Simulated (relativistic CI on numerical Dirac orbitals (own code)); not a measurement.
**d1 to d9 in one octahedral field**

Computed with a parametric ligand-field model without spin-orbit coupling, by exact diagonalisation: B = 390, C = 1580, 10Dq = 28600 cm⁻¹ (Oh; |10Dq|/B = 73.3) for every shell. Energies in cm⁻¹; the field energy is (0.6 n_e − 0.4 n_t2) × 10Dq of the ground term; g labels are left out. So small a B with so large a field is typical of 4d and 5d ions, where spin-orbit coupling, left out here, reaches 1,000 to 4,000 cm⁻¹.

```tsv
Shell	Ground term	Electrons in e	Field energy	First spin-allowed bands	Lowest term of other spin
d1	2T2	0.000	-11440	2E 28600	
d2	3T1	0.005	-22730	3T2 27600, 3T1 32449	1T2 5605
d3	4A2	0.000	-34320	4T2 28600, 4T1 33064	2E 7911
d4	3T1	0.008	-45521	3E 26976, 3T1 27362	1T2 4952
d5	?	?	?	?	?
d6	1A1	0.013	-68278	1T1 27350, 1T2 33121	3T1 24046
d7	2E	1.008	-51252	2T1 27268, 2T2 27679	4T1 20822
d8	3A2	2.000	-34320	3T2 28600, 3T1 33064	1E 6248
d9	2E	3.000	-17160	2T2 28600
```

(1) Fill in the row of d5.

Results:

(1) Ground term: 2T2; Electrons in e: 0.016; Field energy: -56728; First spin-allowed bands: 2A2 26346, 2T1 26487; Lowest term of other spin: 4T1 20806. Low spin: d4, d5, d6, d7; the other shells keep the spin of the free ion. Only d4 to d7 can choose; the field needed to pair spins is smallest for d6 and largest for d5, which loses most exchange energy. In the strong-field picture 10Dq must exceed about 6B + 5C = 10240 (d4), 7.5B + 5C = 10825 (d5), 2.5B + 4C = 7295 (d6) and 4B + 4C = 7880 (d7); mixing of terms shifts these bounds somewhat.
